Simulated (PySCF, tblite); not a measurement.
Isomers of C5H5ClF (doublet state), one GFN2-xTB conformer each. Single-point energies are computed at B3LYP/pcH-1 (PySCF, gas phase, no added dispersion term), electronic only. GFN2-xTB treats the open shell by occupation alone, and not every SCF solution was tested for stability.

```csv
SMILES,GFN2-xTB relative energy (kcal/mol)
C[C@H]1[C](Cl)C=C1F,0.0
C=C(F)/C(C)=[C]/Cl,16.4
```

Conformers: `[CH2:1]=[C:2]([F:3])/[C:4]([CH3:5])=[C:6]/[Cl:7]` (doublet state) with C1–C2–C4–C5 -3°.

Task: What does B3LYP/pcH-1 give for the same structures?

Result: 
```
             SMILES  B3LYP/pcH-1 E (Eh)  B3LYP/pcH-1 (kcal/mol)  GFN2-xTB (kcal/mol)  point group
C[C@H]1[C](Cl)C=C1F          -753.49319                     0.0                  0.0           C1
 C=C(F)/C(C)=[C]/Cl          -753.48667                     4.1                 16.4      near Cs
```

Both levels put the same isomer lowest. As drawn, the lower has a four-membered ring, which the higher lacks. Neighbours under 5.0 kcal/mol apart (C[C@H]1[C](Cl)C=C1F and C=C(F)/C(C)=[C]/Cl) can change places with a better method, another conformer or zero-point energy.

Task: What happens when harmonic zero-point energies from GFN2-xTB frequencies are added?

Result: 
```json
{"SMILES": "C[C@H]1[C](Cl)C=C1F", "ZPE (kcal/mol)": "52.3", "electronic (kcal/mol)": "0.0", "with ZPE (kcal/mol)": "0.0"}
{"SMILES": "C=C(F)/C(C)=[C]/Cl", "ZPE (kcal/mol)": "51.3", "electronic (kcal/mol)": "4.1", "with ZPE (kcal/mol)": "3.1"}
```

The zero-point energies span 1.0 kcal/mol. The order is unchanged.
